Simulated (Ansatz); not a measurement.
H3O3Sn, charge +1, singlet, at a GFN2-xTB geometry (such geometries of metal compounds can be far from the true shape) (all electrons, no relativity). Base run: B3LYP/STO-3G (Ansatz, a first-principles code).

Ansatz was given this input:
Ansatz 0.2 input:
```yaml
crystal:
  periodic: [false, false, false]
  atoms:
    - {symbol: Sn, position_ang: [0.01942207, -0.00714062, -0.00442667]}
    - {symbol: O, position_ang: [1.66959151, -0.37653129, -0.74188999]}
    - {symbol: H, position_ang: [1.96586891, 0.02064047, -1.58009050]}
    - {symbol: O, position_ang: [-0.41583386, -0.82058025, 1.57713738]}
    - {symbol: H, position_ang: [-1.29042726, -0.62436406, 1.96732707]}
    - {symbol: O, position_ang: [-1.30459097, 1.11447543, -0.66936652]}
    - {symbol: H, position_ang: [-1.23987843, 1.62184352, -1.49294988]}
basis:
  gaussian:
    orbitals: STO-3G
hamiltonian:
  xc: b3lyp
total_charge: 1
```

Each row names what was changed in the base input (with any setting that the change needs).

```
change                                          ΔE vs base (mEh)
----------------------------------------------  ----------------
base                                                       0.000
occupation = up:A':27 A'':11 down:A':27 A'':11             504.3
occupation = up:A':29 A'':9 down:A':29 A'':9               426.5
symmetry_tolerance_ang = 0.01                              0.000
occupation = up:A':28 A'':10 down:A':28 A'':10             0.000
```
